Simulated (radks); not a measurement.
Q: The silicon anion Si4-, [Ar], held by a Watson sphere: a shell of charge +4 at radius R that stands for the Madelung well of a crystal (potential energy -4/R inside, -4/r outside, in hartree with lengths in bohr). Calculated with a radial shooting solver on a logarithmic mesh with Libxc functionals: scalar-relativistic Kohn-Sham, r2SCAN, spin-polarised, spherical densities, finite nucleus; meta-GGA in the generalised Kohn-Sham scheme; Fermi nuclear charge, rms radius of each element as measured or else 0.836 A^(1/3) + 0.57 fm.

R (bohr)  e(2p) (eV)  e(3s) (eV)  e(3p) (eV)  <r> 3p (bohr)  sum of <r^2> (bohr^2)  X-ray form factor at sin(theta)/lambda = 0.3 1/angstrom
1.87         -95.639     -16.640      -8.500          2.314                  49.61                                                    8.052
2.45         -93.963     -14.228      -7.354          2.621                  61.92                                                    7.994
3.02         -94.032     -12.318      -6.234          2.930                  75.78                                                    8.075
3.8          -94.389     -10.467      -4.949          3.358                  97.00                                                    8.179
4.11         -94.487      -9.939      -4.534          3.532                  106.2                                                    8.197

Estimate the row for R = 2.16 bohr.

A: e(2p) (eV) -94.370; e(3s) (eV) -15.388; e(3p) (eV) -7.944; <r> 3p (bohr) 2.465; sum of <r^2> (bohr^2) 55.49; X-ray form factor at sin(theta)/lambda = 0.3 1/angstrom 7.993.
